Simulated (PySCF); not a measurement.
C5H2F6O2, SMILES O=C(C=C(O)C(F)(F)F)C(F)(F)F.

Coordinates come from a PBE0-D3(BJ)/def2-SVP optimisation. Other conformers were not sampled.

Method: TDA-LC-ωPBE/def2-SVP in PySCF.

Vertical excitations. The molecule is in vacuum.

```json
[
 {"state": "S1", "energy (eV)": "4.03", "λ (nm)": "307", "f": "0.000", "main pairs": "HOMO−1→LUMO 89 %"},
 {"state": "S2", "energy (eV)": "6.09", "λ (nm)": "204", "f": "0.514", "main pairs": "HOMO→LUMO 95 %"},
 {"state": "S3", "energy (eV)": "7.75", "λ (nm)": "160", "f": "0.003", "main pairs": "HOMO−2→LUMO 87 %"},
 {"state": "S4", "energy (eV)": "8.00", "λ (nm)": "155", "f": "0.000", "main pairs": "HOMO→LUMO+1 95 %"},
 {"state": "S5", "energy (eV)": "8.14", "λ (nm)": "152", "f": "0.001", "main pairs": "HOMO−1→LUMO+2 72 %"},
 {"state": "S6", "energy (eV)": "8.70", "λ (nm)": "143", "f": "0.004", "main pairs": "HOMO−6→LUMO 52 %, HOMO−7→LUMO 16 %"},
 {"state": "S7", "energy (eV)": "8.98", "λ (nm)": "138", "f": "0.056", "main pairs": "HOMO→LUMO+2 84 %"},
 {"state": "S8", "energy (eV)": "9.00", "λ (nm)": "138", "f": "0.001", "main pairs": "HOMO→LUMO+3 71 %, HOMO−7→LUMO 11 %"},
 {"state": "S9", "energy (eV)": "9.08", "λ (nm)": "137", "f": "0.001", "main pairs": "HOMO−7→LUMO 32 %, HOMO→LUMO+3 23 %, HOMO−6→LUMO 20 %, HOMO−1→LUMO+2 9 %"},
 {"state": "S10", "energy (eV)": "9.46", "λ (nm)": "131", "f": "0.027", "main pairs": "HOMO−3→LUMO 76 %, HOMO−5→LUMO 12 %"},
 {"state": "T1", "energy (eV)": "3.16", "λ (nm)": "392", "f": "0", "main pairs": "HOMO→LUMO 92 %"},
 {"state": "T2", "energy (eV)": "3.40", "λ (nm)": "365", "f": "0", "main pairs": "HOMO−1→LUMO 86 %"},
 {"state": "T3", "energy (eV)": "5.92", "λ (nm)": "209", "f": "0", "main pairs": "HOMO→LUMO+2 33 %, HOMO−5→LUMO 21 %, HOMO−3→LUMO 20 %, HOMO−10→LUMO 8 %"},
 {"state": "T4", "energy (eV)": "7.23", "λ (nm)": "171", "f": "0", "main pairs": "HOMO−2→LUMO 82 %"}
]
```
Triplets are in the Tamm–Dancoff approximation.
